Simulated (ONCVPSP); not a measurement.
**osmium (Os): one change to an ONCV potential, before and after**

```json
{
  "Element": "Os (Z = 76)",
  "Generator": "ONCVPSP 4.0.1",
  "Type": "optimised norm-conserving Vanderbilt (ONCV)",
  "Functional": "LDA (Perdew-Zunger)",
  "Relativity": "scalar-relativistic",
  "Frozen core": "[Kr] 4d10 4f14",
  "Valence charge": "16",
  "Reference configuration": "5s2 5p6 5d6 6s2",
  "Partial waves": "5s+6s: rc 1.50 bohr, ncon 4, nbas 7, qcut 9.3 1/bohr, 2 projectors; 5p: rc 1.65 bohr, ncon 4, nbas 8, qcut 6.7 1/bohr, 2 projectors, debl 2.3 Ha; 5d: rc 2.30 bohr, ncon 4, nbas 9, qcut 7.6 1/bohr, 1 projector",
  "Local potential": "polynomial inside 1.25 bohr (lpopt 5, dvloc0 0 Ha)",
  "Core correction": "Teter function, fcfact 5.5, rcfact 1.05"
}
```

Change: core correction Teter function, fcfact 5.5, rcfact 1.98.

Cutoffs: the cutoffs (Ha) at which the residual kinetic energy of the hardest occupied pseudo-wave falls to 1 and 0.1 mHa per electron; they do not see the model core or the augmentation charge, which bear on the density cutoff. Errors are all-electron minus pseudo energies relative to the spin-unpolarised reference configuration.

What does the change do?

The potential gets neither clearly harder nor softer (29 Ha and 34 Ha → 29 Ha and 34 Ha); of the 4 tests that both files solve, the error grows in 4 and shrinks in 0 by more than 15 % and 0.3 meV (median size 5.2 → 30.9 meV); neither file shows a bound ghost. A model core, the more so a compact one, raises the density cutoff, which this test does not measure.

| quantity | base | changed |
| --- | --- | --- |
| cutoff, loose | 29 Ha | 29 Ha |
| cutoff, tight | 34 Ha | 34 Ha |
| bound ghosts | none | none |
| GHOST(+) flags under 300 eV | s at 271.9 eV | s at 271.9 eV |
| error for 5s2 5p6 5d6 6s1, meV [ΔE 9.86 eV] | -3.0 | -8.8 |
| error for 5s2 5p6 5d6 6s0, meV [ΔE 27.15 eV] | -7.5 | -44 |
| error for 5s2 5p6 5d5 6s0, meV [ΔE 56.30 eV] | -10 | -129 |
| error for 5s2 5p6 5d6 6s0 6p2, meV [ΔE 10.63 eV] | -1.3 | -18 |
| s: phases at 1.52 bohr within 0.05 rad from the reference energy up to (Ha; the scan ends near 5) | to the end of the scan | to the end of the scan |
| p: phases at 1.68 bohr within 0.05 rad from the reference energy up to (Ha; the scan ends near 5) | to the end of the scan | to the end of the scan |
| d: phases at 2.33 bohr within 0.05 rad from the reference energy up to (Ha; the scan ends near 5) | 1.4 | 1.4 |
| rms error of d²Exc/dni dnj with the model core, mHa | 3.83 | 4.89 |
